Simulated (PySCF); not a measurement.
trifluoro(fluorosilyl)silane (F₄H₂Si₂), SMILES F[SiH2][Si](F)(F)F.

Geometry optimised at ωB97X-D3(BJ)/def2-SVP. The values are those of a single conformer.

Computed with ωB97X-D3(BJ)/def2-SVP (PySCF 2.14.0).

Frequencies are harmonic and unscaled.

```
mode  ν (cm⁻¹)  IR (km/mol)  Raman (Å⁴/amu)  depolarisation  moving atoms (share of kinetic energy)
----  --------  -----------  --------------  --------------  --------------------------------------
1           42          2.8             0.1            0.75                 F 69 %, Si 17 %, H 14 %
2           93          4.5             0.1            0.65                                  F 92 %
3          132          1.4             0.4            0.75                 F 66 %, Si 21 %, H 13 %
4          206          0.8             1.7            0.59                         F 81 %, Si 19 %
5          294         20.2             0.5            0.75                         F 83 %, Si 14 %
6          295         40.9             2.5            0.35                         F 67 %, Si 30 %
7          326         51.9             2.1            0.50                         F 57 %, Si 41 %
8          513         41.1             7.9            0.08                         Si 57 %, F 38 %
9          534         22.2             5.8            0.75                         H 74 %, Si 19 %
10         742         19.3            17.0            0.75                                  H 91 %
11         839        343.4             3.7            0.58                 F 50 %, H 26 %, Si 24 %
12         869          9.0             6.9            0.71                 F 49 %, H 34 %, Si 17 %
13         945         92.3             4.5            0.37                 H 38 %, Si 37 %, F 25 %
14         958         55.2            14.7            0.75                         H 85 %, Si 11 %
15         979        196.2             1.2            0.74                         F 50 %, Si 47 %
16         983        148.3             1.3            0.75                         F 51 %, Si 49 %
17        2290         62.9           187.9            0.09                                  H 98 %
18        2297        104.8            84.8            0.75                                  H 96 %
```
